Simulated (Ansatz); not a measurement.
Two members of one family (AlCl3 adduct), computed with Ansatz in the gas phase. The two geometries come from different levels. Binding counts from free atoms in the multiplicity of their measured ground term, without zero-point energy. The structures are stationary points that may keep the symmetry of their start.

First: Al(NH3)Cl3 (singlet, charge 0, r2SCAN-D4/def2-SVP geometry).

Cartesian coordinates in Å:
```
Al 0.587 -0.546 -0.604
N -0.590 0.549 0.607
H -1.568 0.249 0.554
H -0.564 1.542 0.362
H -0.301 0.470 1.586
Cl 2.443 0.446 -0.334
Cl -0.392 -0.252 -2.462
Cl 0.386 -2.459 0.291
```

| level | HOMO (eV) | LUMO (eV) | gap (eV) | binding per atom (eV) |
| --- | --- | --- | --- | --- |
| PBE-D4/def2-SVP | -6.81 | -0.97 | 5.84 | 3.53 |
| PBE-D4/def2-TZVP | -7.10 | -1.37 | 5.73 | 3.52 |
| r2SCAN-D4/def2-TZVP | -7.48 | -0.67 | 6.81 | 3.51 |
| PBE0-D4/def2-SVP | -8.28 | -0.10 | 8.18 | 3.49 |
| ωB97M-V/def2-TZVP | -10.76 | 0.91 | 11.67 | 3.52 |

Second: Al(PF3)Cl3 (singlet, charge 0, PBE-D4/def2-SVP geometry).

```xyz
8

Al   -0.193    1.331   -0.535
P     0.141   -0.977    0.392
F     1.458   -1.239    1.249
F     0.229   -2.180   -0.646
F    -0.967   -1.537    1.389
Cl   -2.028    0.918   -1.498
Cl    1.580    1.366   -1.685
Cl   -0.219    2.318    1.334
```

**Question.** Estimate the same table for the second.

**Answer.** 
```tsv
level	HOMO (eV)	LUMO (eV)	gap (eV)	binding per atom (eV)
PBE-D4/def2-SVP	-7.55	-2.32	5.23	3.75
PBE-D4/def2-TZVP	-7.75	-2.67	5.07	3.79
r2SCAN-D4/def2-TZVP	-8.13	-2.51	5.62	3.73
PBE0-D4/def2-SVP	-9.05	-1.56	7.49	3.58
ωB97M-V/def2-TZVP	-11.43	0.28	11.71	3.72
```
